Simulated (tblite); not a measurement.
Species: C3H6B2Cl2F2.
SMILES with atom numbers: `[CH3:1][C@@H:2]([CH2:3][B:4]([F:5])[F:6])[B:7]([Cl:8])[Cl:9]` (hydrogens: H10, H11, H12 on C1; H13 on C2; H14, H15 on C3)

Computed with GFN2-xTB (tblite), gas phase: Langevin dynamics at 300 K from the optimised GFN2-xTB geometry, time step 0.5 fs, friction 0.01 fs⁻¹, 2000 steps. The instantaneous temperature is 2·E(kin)/(3Nk) with all 3N coordinates.

| t (fs) | T (K) | E(pot) above start (eV) | C1–C2 (Å) | C2–C3 (Å) | C3–B4 (Å) | B4–F5 (Å) | B4–F6 (Å) | C1–H10 (Å) | C1–C2–C3–B4 (°) |
| --- | --- | --- | --- | --- | --- | --- | --- | --- | --- |
| 0 | 239 | 0.000 | 1.535 | 1.560 | 1.580 | 1.316 | 1.317 | 1.087 | -177 |
| 25 | 145 | 0.287 | 1.537 | 1.560 | 1.581 | 1.323 | 1.314 | 1.091 | -176 |
| 50 | 193 | 0.395 | 1.534 | 1.599 | 1.614 | 1.336 | 1.328 | 1.113 | -173 |
| 75 | 278 | 0.317 | 1.541 | 1.561 | 1.570 | 1.329 | 1.303 | 1.110 | -167 |
| 100 | 312 | 0.242 | 1.552 | 1.558 | 1.593 | 1.324 | 1.294 | 1.055 | -165 |
| 125 | 138 | 0.374 | 1.548 | 1.573 | 1.600 | 1.353 | 1.295 | 1.090 | -166 |
| 150 | 228 | 0.292 | 1.547 | 1.565 | 1.586 | 1.309 | 1.299 | 1.097 | -171 |
| 175 | 276 | 0.309 | 1.522 | 1.536 | 1.611 | 1.352 | 1.308 | 1.071 | -178 |
| 200 | 296 | 0.401 | 1.526 | 1.611 | 1.573 | 1.332 | 1.290 | 1.118 | -173 |
| 225 | 298 | 0.345 | 1.517 | 1.581 | 1.566 | 1.307 | 1.310 | 1.106 | -172 |
| 250 | 298 | 0.313 | 1.521 | 1.516 | 1.599 | 1.344 | 1.323 | 1.084 | -176 |
| 275 | 248 | 0.387 | 1.516 | 1.506 | 1.600 | 1.338 | 1.319 | 1.065 | -175 |
| 300 | 253 | 0.484 | 1.551 | 1.590 | 1.596 | 1.341 | 1.323 | 1.130 | -177 |
| 325 | 309 | 0.433 | 1.554 | 1.586 | 1.529 | 1.328 | 1.329 | 1.134 | -164 |
| 350 | 266 | 0.578 | 1.514 | 1.575 | 1.568 | 1.322 | 1.301 | 1.052 | -158 |
| 375 | 407 | 0.363 | 1.572 | 1.596 | 1.579 | 1.346 | 1.311 | 1.096 | -158 |
| 400 | 235 | 0.450 | 1.502 | 1.527 | 1.565 | 1.321 | 1.286 | 1.148 | -156 |
| 425 | 234 | 0.384 | 1.486 | 1.568 | 1.626 | 1.333 | 1.306 | 1.062 | -155 |
| 450 | 229 | 0.414 | 1.529 | 1.551 | 1.565 | 1.300 | 1.312 | 1.087 | -155 |
| 475 | 251 | 0.292 | 1.540 | 1.553 | 1.575 | 1.286 | 1.352 | 1.101 | -156 |
| 500 | 265 | 0.317 | 1.530 | 1.568 | 1.611 | 1.326 | 1.384 | 1.075 | -154 |
| 525 | 224 | 0.434 | 1.529 | 1.569 | 1.518 | 1.258 | 1.358 | 1.099 | -163 |
| 550 | 245 | 0.363 | 1.533 | 1.578 | 1.629 | 1.293 | 1.391 | 1.076 | -165 |
| 575 | 191 | 0.431 | 1.529 | 1.535 | 1.523 | 1.255 | 1.379 | 1.081 | -166 |
| 600 | 256 | 0.297 | 1.529 | 1.555 | 1.623 | 1.296 | 1.387 | 1.125 | -170 |
| 625 | 339 | 0.244 | 1.532 | 1.527 | 1.586 | 1.274 | 1.335 | 1.092 | -166 |
| 650 | 288 | 0.493 | 1.538 | 1.548 | 1.592 | 1.262 | 1.341 | 1.039 | -160 |
| 675 | 316 | 0.502 | 1.555 | 1.575 | 1.608 | 1.277 | 1.364 | 1.109 | -164 |
| 700 | 419 | 0.332 | 1.538 | 1.597 | 1.587 | 1.313 | 1.305 | 1.126 | -169 |
| 725 | 463 | 0.191 | 1.557 | 1.536 | 1.625 | 1.314 | 1.295 | 1.045 | -175 |
| 750 | 423 | 0.469 | 1.522 | 1.614 | 1.589 | 1.323 | 1.301 | 1.084 | 179 |
| 775 | 360 | 0.368 | 1.517 | 1.560 | 1.547 | 1.351 | 1.288 | 1.104 | -169 |
| 800 | 305 | 0.333 | 1.508 | 1.528 | 1.564 | 1.359 | 1.356 | 1.087 | -166 |
| 825 | 201 | 0.426 | 1.562 | 1.553 | 1.566 | 1.365 | 1.345 | 1.144 | -168 |
| 850 | 289 | 0.379 | 1.550 | 1.571 | 1.533 | 1.335 | 1.324 | 1.094 | -168 |
| 875 | 356 | 0.411 | 1.519 | 1.563 | 1.605 | 1.349 | 1.337 | 1.034 | -175 |
| 900 | 308 | 0.413 | 1.546 | 1.567 | 1.557 | 1.342 | 1.291 | 1.093 | -176 |
| 925 | 287 | 0.415 | 1.589 | 1.601 | 1.634 | 1.362 | 1.321 | 1.107 | 180 |
| 950 | 425 | 0.329 | 1.531 | 1.546 | 1.563 | 1.307 | 1.314 | 1.073 | 167 |
| 975 | 302 | 0.356 | 1.535 | 1.567 | 1.626 | 1.315 | 1.335 | 1.081 | 162 |
| 1000 | 292 | 0.263 | 1.562 | 1.558 | 1.600 | 1.290 | 1.320 | 1.131 | 174 |

Question: From 500 fs on, how do temperature and potential energy compare with equipartition?

Answer: The mean temperature of these 21 frames is 312 K against the target 300 K, and the mean potential energy 0.37 eV against 39 × kT/2 = 0.50 eV for 39 classical harmonic modes. For 15 atoms in a canonical ensemble the temperature itself scatters by T·√(2/(3N)) = 63 K; here its standard deviation is 73 K. The whole run lasts only 10 friction times of 100 fs, so these averages carry a wide statistical error.

Question: What are the kinetic and total energies of the listed frame with the highest potential energy?

Answer: The one at 350 fs, 0.578 eV above the start. Its kinetic energy is 3NkT/2 = 0.517 eV at 266 K, so the sum is 1.10 eV; over the listed frames the sum runs from 0.46 to 1.29 eV, since the thermostat adds and removes energy.

Question: How much do the listed bonds fluctuate from 500 fs on?

Answer: 
```tsv
bond	at the start (Å)	mean (Å)	standard deviation (Å)
C1–C2	1.535	1.539	0.018
C2–C3	1.560	1.563	0.022
C3–B4	1.580	1.585	0.035
B4–F5	1.316	1.313	0.034
B4–F6	1.317	1.337	0.032
C1–H10	1.087	1.090	0.028
```

The motion is classical and holds no zero-point motion.

What follows is the cost of the whole dynamics run. Hardware: Intel Xeon Platinum 8488C, one thread, no GPU, shared host. Cost: 18 s of wall time, 0.18 GiB resident at most.
